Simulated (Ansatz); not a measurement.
Reaction (cleavage of the Si–Si bond): `O[SiH2][SiH]1CO1` + H₂Te → `[TeH][SiH]1CO1` + silanol

Computed with Ansatz on PBE0-D4/def2-TZVP structures; ΔE is electronic, products minus reactants. CBS: MP2 limit from def2 TZ/QZ plus the TZ coupled-cluster correction, frozen cores. DFT in def2-TZVPP. B3LYP here is the variant with VWN-RPA as its local correlation; programs differ in this. Elements past krypton have def2 core potentials. For Te outer-core shells are correlated without core-valence functions, which leaves a few kJ/mol of doubt a bond. One conformer a species, not always the lowest.

Question: Is it downhill or uphill in electronic energy at CCSD(T)/CBS, and by how much? (An estimate is asked.)

Answer: The calculation gave: Downhill: ΔE = -71.5 kJ/mol.

Question: What do these levels give: PBE-D4, r2SCAN-D4, PBE0-D4, B3LYP-D4, ωB97X-V, r2SCAN, MP2/def2-TZVPP, CCSD/def2-TZVPP, CCSD(T)/def2-TZVPP, SCS-MP2/def2-QZVPP, HF/CBS(def2), MP2/CBS(def2)? (An estimate is asked.)

Answer: The calculation gave: PBE-D4 -54.9, r2SCAN-D4 -62.9, PBE0-D4 -60.4, B3LYP-D4 -62.9, ωB97X-V -62.1, r2SCAN -63.4, MP2/def2-TZVPP -78.3, CCSD/def2-TZVPP -66.0, CCSD(T)/def2-TZVPP -65.1, SCS-MP2/def2-QZVPP -79.9, HF/CBS(def2) -79.2, MP2/CBS(def2) -84.7 kJ/mol.

Largest T1 diagnostic among the species: 0.014.

From PBE to PBE0 (25 % exact exchange), in def2-TZVPP and without D4, ΔE moves by −5.3 kJ/mol.
